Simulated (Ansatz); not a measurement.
`[SiH3]O[CH](S)[InH2]` and `OC(S)O[SiH3]` differ in one atom or group.

Ansatz, PBE0-D4/def2-TZVP geometries, multiplicity 1. Each molecule was computed in one conformer, which needn't be the lowest.

Elements past krypton have def2 core potentials.

```tsv
property	`[SiH3]O[CH](S)[InH2]`
size of the dipole moment (B3LYP/def2-TZVPP) / D	0.38
size of the dipole moment (PBE/def2-TZVPP) / D	0.36
HOMO–LUMO gap (B3LYP/def2-TZVPP) / eV	4.77
HOMO–LUMO gap (ωB97M-V/def2-TZVPP) / eV	8.76
HOMO energy (PBE/def2-TZVPP) / eV	-5.65
HOMO–LUMO gap (PBE/def2-TZVPP) / eV	3.44
```

Task: What does the change do to each property? (An estimate is asked.)

Result: Ansatz gave: 
```csv
property,`OC(S)O[SiH3]`,shift
size of the dipole moment (B3LYP/def2-TZVPP) / D,1.24,0.86
size of the dipole moment (PBE/def2-TZVPP) / D,1.23,0.87
HOMO–LUMO gap (B3LYP/def2-TZVPP) / eV,7.05,2.28
HOMO–LUMO gap (ωB97M-V/def2-TZVPP) / eV,11.50,2.74
HOMO energy (PBE/def2-TZVPP) / eV,-6.19,-0.54
HOMO–LUMO gap (PBE/def2-TZVPP) / eV,5.34,1.90
```

With PBE0 the HOMO falls by 0.74 eV and the LUMO rises by 1.58 eV, so the gap widens by about 2.32 eV. PBE moves the HOMO by -0.54 eV and ωB97M-V by -0.88 eV. Dipoles are sizes alone; their direction can turn.

B3LYP here is the variant with VWN-RPA as its local correlation; programs differ in this.
